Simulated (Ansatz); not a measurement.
Geometry optimisation, RKS PBE0/6-31G* (Ansatz).

Input file:

```yaml
crystal:
  periodic: [false, false, false]
  atoms:
    - { symbol: B, position_ang: [0.0, 0.0, 0.0] }
    - { symbol: "N", position_ang: [0.0, 0.0, 1.9] }
    - { symbol: H, position_ang: [-0.877, -0.2713, 2.43] }
    - { symbol: H, position_ang: [0.877, 0.2713, 2.43] }
    - { symbol: O, position_ang: [1.2211, 0.0, -0.705] }
    - { symbol: H, position_ang: [1.5209, -0.9519, -0.8599] }
    - { symbol: F, position_ang: [-1.1431, 0.0, -0.66] }
    - { symbol: H, position_ang: [-0.1864, 1.4017, 0.4698] }
    - { symbol: H, position_ang: [-0.1534, 1.1538, 1.3606] }
basis:
  gaussian: { orbitals: "6-31G*" }
hamiltonian:
  xc: pbe0
relax:
  f_tol: 0.15
  max_steps: 25
  restrain:
    - { distance: [0, 7], at: 1.19, k: 30.0 }
    - { distance: [8, 1], at: 1.06, k: 30.0 }
    - { distance: [0, 1], at: 2.75, k: 30.0 }
    - { distance: [8, 7], at: 1.86, k: 30.0 }
output:
  orbitals: {}
```

Launched with:

```bash
$ ansatz run input.yaml --threads 1 --pin off --max-ram 2048MiB --backend cpu --events-out ev --progress --plain --runs-dir out
```

**Question.** Where does it end, and by what steps?

**Answer.** It converged. The restraints hold the end off the free minimum. After 9 steps the energy has fallen by 3.435 eV (the restraints' own energy left out); B1 moved furthest, 0.62 Å. Parted: B1–N2. Joined: B1–H8.

```json
{"step": "0", "energy less start (eV)": "0.0000", "largest force component (eV/Å)": "4.581", "accepted": "yes"}
{"step": "1", "energy less start (eV)": "-0.9535", "largest force component (eV/Å)": "5.877", "accepted": "yes"}
{"step": "2", "energy less start (eV)": "-2.1238", "largest force component (eV/Å)": "4.014", "accepted": "yes"}
{"step": "3", "energy less start (eV)": "-2.6851", "largest force component (eV/Å)": "2.746", "accepted": "yes"}
{"step": "4", "energy less start (eV)": "-3.0555", "largest force component (eV/Å)": "3.195", "accepted": "yes"}
{"step": "5", "energy less start (eV)": "-3.3287", "largest force component (eV/Å)": "2.176", "accepted": "yes"}
{"step": "6", "energy less start (eV)": "-3.4083", "largest force component (eV/Å)": "0.923", "accepted": "yes"}
{"step": "7", "energy less start (eV)": "-3.4236", "largest force component (eV/Å)": "0.747", "accepted": "yes"}
{"step": "8", "energy less start (eV)": "-3.4328", "largest force component (eV/Å)": "0.701", "accepted": "yes"}
{"step": "9", "energy less start (eV)": "-3.4351", "largest force component (eV/Å)": "0.771", "accepted": "yes"}
```

```xyz
9
Properties=species:S:1:pos:R:3
B 0.047 0.367 -0.501
N -0.058 0.066 2.227
H -0.869 -0.070 2.824
H 0.760 0.070 2.830
O 1.310 0.004 -0.814
H 1.335 -0.889 -1.187
F -0.990 -0.395 -0.848
H -0.142 1.431 0.004
H -0.135 1.020 1.831
```

Whether the end is a true minimum wasn't checked by a vibrational analysis.

Time of the run: 11 s on 1 thread of AMD EPYC 9B45 (Zen 5), on a shared host, peak memory 0.17 GiB.
